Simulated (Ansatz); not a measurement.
Reaction (cleavage of the Si–Si bond): `N[SiH](F)[SiH2][SiH3]` + `CBO` → `CBO[SiH2][SiH3]` + `N[SiH2]F`

Program: Ansatz. Geometries: PBE0-D4/def2-TZVP. ΔE: electronic, gas phase. CCSD(T)/CBS is the MP2 limit (def2-TZVPP, def2-QZVPP) plus CCSD(T) − MP2 in def2-TZVPP, frozen cores. DFT in def2-TZVPP. Each species was taken in one conformer, which may not be the lowest.

CCSD(T)/CBS gives -74.6 kJ/mol.

Task: Another level gave -100.1 kJ/mol. Which?
A. PBE0/def2-TZVPP
B. CCSD/def2-TZVPP
C. r2SCAN/def2-TZVPP
D. HF/def2-TZVPP

Result: D. HF/def2-TZVPP -100.1, CCSD/def2-TZVPP -77.8, PBE0 -55.6, r2SCAN -66.0 kJ/mol.

Largest T1 diagnostic among the species: 0.013.

In def2-TZVPP, CCSD(T) changes the Hartree–Fock value by +25.9 kJ/mol (the triples alone add +3.6 kJ/mol) and MP2 by +19.7 kJ/mol. From PBE to PBE0 (25 % exact exchange), in def2-TZVPP and without D4, ΔE moves by −8.1 kJ/mol.
